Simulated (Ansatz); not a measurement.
# Ligand exchange: In(CH3)3 + C2H3FGe → In(CH3)2F + C3H6Ge

Species: In(CH3)3 (trimethylindium (TMIn)), singlet; C2H3FGe `C#[C][GeH2][F]`, singlet; In(CH3)2F, singlet; C3H6Ge `C#[C][GeH2][CH3]`, singlet. The partners trade CH3 for F: In–CH3 and Ge–F bonds give way to In–F and Ge–CH3.

Shapes, held fixed at every level: PBE0-D4/def2-TZVP. Programs: Ansatz 0.2.0. Electronic energies: no zero-point or thermal term.

```csv
level,kind,ΔE (kJ/mol),less CCSD(T)/def2-TZVPP
HF/def2-TZVPP,Hartree–Fock,-42.2,+2.4
PBE0-D4/def2-TZVPP,global hybrid,-51.3,-6.7
wB97M-V/def2-TZVPP,range-separated hybrid,-47.7,-3.1
MP2/def2-TZVPP,perturbation theory,-44.7,-0.1
CCSD/def2-SVP,coupled cluster or CI,-46.2,-1.6
CCSD/def2-TZVPP,coupled cluster or CI,-44.2,+0.4
CCSD(T)/def2-TZVPP,coupled cluster or CI,-44.6,0.0
```

The highest level, CCSD(T)/def2-TZVPP, gives ΔE = -44.6 kJ/mol; the levels span -51.3 to -42.2. The column of differences is taken from that level and isn't an error. No measured value is set beside it here. For atoms past krypton def2 sets carry core potentials with scalar relativity. Relativity is left out for Ge. Outer-core shells of Ge, In are correlated, in sets that cover them unevenly.
